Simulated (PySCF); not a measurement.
**AsN: mean field, correlation and small terms against distance**

State: ¹Σ⁺, singlet, closed shell. RHF-based CCSD(T) in PySCF 2.14 with As cc-pwCVDZ-PP with ECP10, N aug-cc-pVDZ and As cc-pwCVTZ-PP with ECP10, N aug-cc-pVTZ (frozen core orbitals: 5; scalar-relativistic core potentials). Correlation energies are extrapolated as n⁻³ (n = 2, 3), Hartree–Fock as (n+1)·exp(−9√n). CV is the change on freezing 4 orbitals instead, in As cc-pwCVTZ-PP with ECP10, N cc-pwCVTZ. All energies in eV from As + N.

```json
{"R (Å)": "1.4160", "HF/CBS": "0.932", "CCSD corr.": "-3.854", "(T)": "-0.4495", "CV": "-0.0232", "total": "-3.394"}
{"R (Å)": "1.4804", "HF/CBS": "0.172", "CCSD corr.": "-3.957", "(T)": "-0.4955", "CV": "-0.0172", "total": "-4.298"}
{"R (Å)": "1.5448", "HF/CBS": "-0.115", "CCSD corr.": "-4.086", "(T)": "-0.5470", "CV": "-0.0122", "total": "-4.761"}
{"R (Å)": "1.6091", "HF/CBS": "-0.061", "CCSD corr.": "-4.238", "(T)": "-0.6037", "CV": "-0.0080", "total": "-4.910"}
{"R (Å)": "1.6735", "HF/CBS": "0.239", "CCSD corr.": "-4.408", "(T)": "-0.6657", "CV": "-0.0044", "total": "-4.839"}
{"R (Å)": "1.7540", "HF/CBS": "0.849", "CCSD corr.": "-4.642", "(T)": "-0.7502", "CV": "-0.0006", "total": "-4.544"}
{"R (Å)": "1.8344", "HF/CBS": "1.625", "CCSD corr.": "-4.895", "(T)": "-0.8423", "CV": "0.0025", "total": "-4.109"}
```

A fit to the total gives Re = 1.6169 Å, De = 4.912 eV, ωe = 1078.1 cm⁻¹, Be = 0.5465 cm⁻¹ (masses 74.9216 and 14.0031 u).

Question: At R = 1.6091 Å the CCSD correlation energy is -0.542744 hartree in the smaller basis and -0.786466 in the larger. Extrapolate it.

Answer: (3³·E3 − 2³·E2)/(3³ − 2³) = -0.88909 hartree; the larger basis holds 88.5 % of it.

The T1 diagnostic is 0.017. The open-shell atoms are computed with UHF. Spin–orbit coupling, excitations beyond (T) and corrections to the Born–Oppenheimer picture are left out.
